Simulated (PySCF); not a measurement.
PySCF 2.14 output of an unrestricted M06-2X calculation on a single atom or ion in Sapporo-DZP-2012 (5s4p2d, 27 functions), with the spin-free X2C one-electron Hamiltonian (Gaussian nucleus):

```
SCF conv_tol = 1e-09
number electrons alpha = 9  beta = 6
    Y. Zhao and D. G. Truhlar.,  Theor. Chem. Acc. 120, 215 (2008)
    Y. Zhao and D. G. Truhlar.,  Theor. Chem. Acc. 120, 215 (2008)
cycle= 1 E= -459.98610959121  delta_E= -0.00359  |g|= 0.0194  |ddm|= 0.0534
cycle= 2 E= -459.986132389097  delta_E= -2.28e-05  |g|= 0.00366  |ddm|= 0.00729
cycle= 3 E= -459.986133183905  delta_E= -7.95e-07  |g|= 0.000412  |ddm|= 0.00107
cycle= 4 E= -459.986133199169  delta_E= -1.53e-08  |g|= 1.3e-05  |ddm|= 0.000228
cycle= 5 E= -459.986133199272  delta_E= -1.04e-10  |g|= 2.57e-07  |ddm|= 2.83e-05
converged SCF energy = -459.986133199272  <S^2> = 3.751145  2S+1 = 4.0005725
```

The run itself started from symmetry-adapted Hartree-Fock orbitals and held the occupation by maximum overlap, on a logarithmic radial grid, so the iterations belong to that start.

Problem. Which element, charge and spin multiplicity is this?

Solution. Cl²⁺ (chlorine, charge +2), multiplicity 4; the state was [Ne] 3s2 3p3, high-spin 4S determinant.
